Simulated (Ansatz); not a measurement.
`C[Si](C)(S)Cl` + H–F → `C[Si](C)(F)S` + HCl at 500 K and 1 bar (ligand exchange at the Si–Cl bond).

Program: Ansatz. Geometries: PBE0-D4/def2-TZVP. ΔE: electronic, gas phase. CCSD(T)/CBS is the MP2 limit (def2-TZVPP, def2-QZVPP) plus CCSD(T) − MP2 in def2-TZVPP, frozen cores. This one scheme is used for every species. Each species was taken in one conformer, which may not be the lowest.

```csv
species,CCSD(T)/CBS energy (Eh),H − E (kJ/mol),S (J/(mol·K))
`C[Si](C)(S)Cl`,-1227.07199,280.2,454.9
H–F,-100.39570,39.4,188.7
`C[Si](C)(F)S`,-867.09893,281.3,449.1
HCl,-460.38127,32.5,201.9
```

H − E and S are ideal-gas, rigid-rotor, harmonic terms from PBE0-D4/def2-TZVP, for one conformer and one mirror image of each species. 1 Eh = 2625.50 kJ/mol, R = 8.31446 J/(mol·K).

Problem. By hand: ΔE, ΔH, ΔS and ΔG.

Solution. ΔE = (-867.09893) + (-460.38127) − (-1227.07199) − (-100.39570) = -0.01251 Eh = -32.8 kJ/mol. Δ(H − E) = 281.3 + 32.5 − 280.2 − 39.4 = -5.8, so ΔH = -38.6 kJ/mol. ΔS = 449.1 + 201.9 − 454.9 − 188.7 = 7.4 J/(mol·K). ΔG = -38.6 − 500 × (7.4)/1000 = -42.3 kJ/mol.

Problem. By hand: the equilibrium constant, and the temperature at which ΔG would vanish if ΔH and ΔS stayed fixed.

Solution. log₁₀ K = −ΔG/(RT ln 10) = 4.4. ΔH and −TΔS have one sign here, so there is no such temperature.

The number of gas molecules stays the same, so ΔS is small and ΔH decides. A doubt of 5 kJ/mol in ΔE shifts log₁₀ K by 0.5 here. Other conformers and mirror images would add mixing entropy, several J/(mol·K) or more a flexible species. These are equilibria of isolated gas molecules and say nothing of rates. Largest T1 diagnostic: 0.011 (customary marks: 0.02 for closed shells, 0.045 for open ones).

ΔS is within the doubt of such terms, so its sign, and with it that verdict, could turn.
